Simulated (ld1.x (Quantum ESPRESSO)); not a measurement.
## Cr: ultrasoft pseudisation with PBEsol, fully relativistic reference atom.

| Item | Value |
| --- | --- |
| Element | Cr |
| Generator | ld1.x (Quantum ESPRESSO) 7.5 |
| Type | ultrasoft |
| Functional | PBEsol |
| Relativity | fully relativistic |
| Frozen core | [Ne] |
| Valence charge | 14 |
| Reference configuration | 3s2 3p6 3d5 4s0 4p0 (charge +1) |
| Partial waves | 3s (bound): rcut 1.20, rcutus 1.40 bohr; 4s (bound, empty): rcut 1.20, rcutus 1.40 bohr; 3p (bound): rcut 1.30, rcutus 1.60 bohr; 4p (bound, empty): rcut 1.30, rcutus 1.60 bohr; 3d (bound): rcut 1.40, rcutus 1.75 bohr; 3d channel at 0.3 Ry: rcut 1.40, rcutus 1.75 bohr |
| Local potential | all-electron potential smoothed inside 1.40 bohr (lloc = -2) |
| Core correction | Bessel-smoothed model core, default radius (core density twice the valence density) |
| Augmentation charge | PSQ, inside the norm-conserving radii |

Open shells are filled in proportion to 2j + 1 (rel_dist='average').

* Ghost test: no extra level below or beside the all-electron valence levels (s, p1/2, p3/2, d3/2, d5/2 tested) (spherical-Bessel basis up to 400 Ry, 20 bohr box)
* Configuration tests: test run stopped at test 2 of 7 (negative rho)
* Lowest eigenvalue of the overlap operator: 0.11 (p1/2 channel)
* Density cutoff estimated by the generator: 219 Ry
